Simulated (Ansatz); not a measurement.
FeCl₃. Charge 0, multiplicity 6. Geometry r2SCAN-D4/def2-SVP, basis def2-TZVP, Ansatz.

```csv
run,HOMO (eV),LUMO (eV)
A,-7.28,-6.41
B,-7.94,-6.24
C,-11.83,-3.16
D,-8.05,-6.19
E,-7.07,-6.36
F,-9.16,-5.11
```

LC-ωPBE has ω = 0.4 bohr⁻¹.

HOMO and LUMO are taken over both spins.

Question: The runs used B97M-V, BLYP, LC-ωPBE, PBE, PBE0, r2SCAN. Estimate which is which.

Answer: A PBE (0 % exact exchange); B r2SCAN (0 % exact exchange); C LC-ωPBE (range-separated); D B97M-V (0 % exact exchange); E BLYP (0 % exact exchange); F PBE0 (25 % exact exchange). Exact exchange lowers occupied and raises empty levels; among semilocal functionals meta-GGAs tend to open the gap a little, and such runs are hard to tell apart. The gap grows from 0.71 eV (BLYP) to 8.67 eV (LC-ωPBE).
